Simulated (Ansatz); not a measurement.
`[SH][GaH2]` + PH₃ → `[PH2][GaH2]` + H₂S at 700 K and 1 bar (ligand exchange at a Ga–S bond).

Calculated with Ansatz (gas phase, PBE0-D4/def2-TZVP geometries, no zero-point term in ΔE). CCSD(T)/CBS is the MP2 limit (def2-TZVPP, def2-QZVPP) plus CCSD(T) − MP2 in def2-TZVPP, frozen cores. This one scheme is used for every species. For Ga outer-core shells are correlated without core-valence functions, which leaves a few kJ/mol of doubt a bond. Scalar relativity is left out up to krypton.

```json
{"species": "`[SH][GaH2]`", "CCSD(T)/CBS energy (Eh)": "-2323.53734", "H − E (kJ/mol)": "103.2", "S (J/(mol·K))": "340.5"}
{"species": "PH₃", "CCSD(T)/CBS energy (Eh)": "-342.72256", "H − E (kJ/mol)": "91.5", "S (J/(mol·K))": "248.3"}
{"species": "`[PH2][GaH2]`", "CCSD(T)/CBS energy (Eh)": "-2267.26620", "H − E (kJ/mol)": "129.7", "S (J/(mol·K))": "362.4"}
{"species": "H₂S", "CCSD(T)/CBS energy (Eh)": "-398.97279", "H − E (kJ/mol)": "64.8", "S (J/(mol·K))": "236.9"}
```

H − E and S are ideal-gas, rigid-rotor, harmonic terms from PBE0-D4/def2-TZVP. 1 Eh = 2625.50 kJ/mol, R = 8.31446 J/(mol·K).

Task: By hand: ΔE, ΔH, ΔS and ΔG.

Result: ΔE = (-2267.26620) + (-398.97279) − (-2323.53734) − (-342.72256) = 0.02091 Eh = 54.9 kJ/mol. Δ(H − E) = 129.7 + 64.8 − 103.2 − 91.5 = -0.2, so ΔH = 54.7 kJ/mol. ΔS = 362.4 + 236.9 − 340.5 − 248.3 = 10.5 J/(mol·K). ΔG = 54.7 − 700 × (10.5)/1000 = 47.4 kJ/mol.

Task: By hand: the equilibrium constant, and the temperature at which ΔG would vanish if ΔH and ΔS stayed fixed.

Result: log₁₀ K = −ΔG/(RT ln 10) = -3.5. ΔG = 0 at ΔH/ΔS = 5210 K, far beyond where these terms or the molecules hold.

The number of gas molecules stays the same, so ΔS is small and ΔH decides. A doubt of 5 kJ/mol in ΔE shifts log₁₀ K by 0.4 here. These are equilibria of isolated gas molecules and say nothing of rates. Largest T1 diagnostic: 0.014 (customary marks: 0.02 for closed shells, 0.045 for open ones).
